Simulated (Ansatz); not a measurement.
A nudged elastic band was laid between two geometries of Cl3FHIn (6 atoms, charge 0, multiplicity 1).

All numbers below come from RHF/def2-SVP in Ansatz 0.2.0.

| Quantity | Value |
| --- | --- |
| movable images | 5 |
| climbing image | yes |
| spring | 5.0 eV/Å² |
| optimiser | quadratic models (default) |
| start path | through a guess of the saddle point |
| force threshold | 0.05 eV/Å |
| iteration limit | 60 |
| end points | relaxed |

Image 0:

```xyz
6
Properties=species:S:1:pos:R:3
In -0.709 -0.404 -0.221
F 0.143 -0.783 1.496
Cl -0.265 -1.868 -1.972
Cl -2.487 1.092 -0.216
H 1.702 0.675 1.019
Cl 1.617 1.288 -0.107
```

Image 6:

```xyz
6
Properties=species:S:1:pos:R:3
In -0.419 0.076 -0.663
F 0.470 -0.530 1.490
Cl -0.272 -1.963 -1.779
Cl -2.477 0.967 -0.031
H 1.227 -0.038 1.632
Cl 1.470 1.488 -0.648
```

Problem. Which bonds break or form, and what moves?

Solution. Bonds broken: H5–Cl6. Bonds formed: F2–H5.

Problem. What energy profile does the band end with?

Solution. It converged. The highest image is number 2 of 0 to 6, 0.223 eV above the first end and 1.018 eV above the last; the last end lies 0.795 eV below the first. A vibrational analysis at the climbing image gives one clearly imaginary mode, 918i cm⁻¹: a first-order saddle point. The orbitals stay closed-shell, which can raise the energy where a bond breaks towards radicals; this wasn't checked here.

```tsv
image	path coordinate (Å)	energy (eV)	H5–Cl6 (Å)	F2–H5 (Å)
0	0.00	0.000	1.28	2.19
1	0.36	0.054	1.30	1.75
2	0.72	0.223	1.43	1.31
3	1.01	-0.198	1.72	1.02
4	1.31	-0.619	2.03	0.93
5	1.60	-0.767	2.37	0.92
6	1.90	-0.795	2.75	0.91
```

Problem. What is the geometry of the highest image?

Solution. 
```xyz
6
Properties=species:S:1:pos:R:3:forces:R:3
In -0.578 -0.229 -0.347 0.00 0.00 0.01
F 0.413 -0.531 1.433 0.00 -0.01 -0.01
Cl -0.228 -1.914 -1.901 0.00 0.00 0.01
Cl -2.488 1.065 -0.114 0.01 0.00 0.00
H 1.274 0.364 1.003 0.00 0.01 -0.02
Cl 1.608 1.245 -0.076 0.00 -0.01 0.02
```

Problem. What are the harmonic wavenumbers there?

Solution. 918i, 74, 94, 112, 118, 215, 376, 426, 537, 574, 921, 1589 cm⁻¹.

The band took 7 iterations and about 80 core-seconds.

Time of the run: 44 s on 2 threads of Intel(R) Xeon(R) 6975P-C (Granite Rapids) (shared host), peak memory 0.25 GiB.
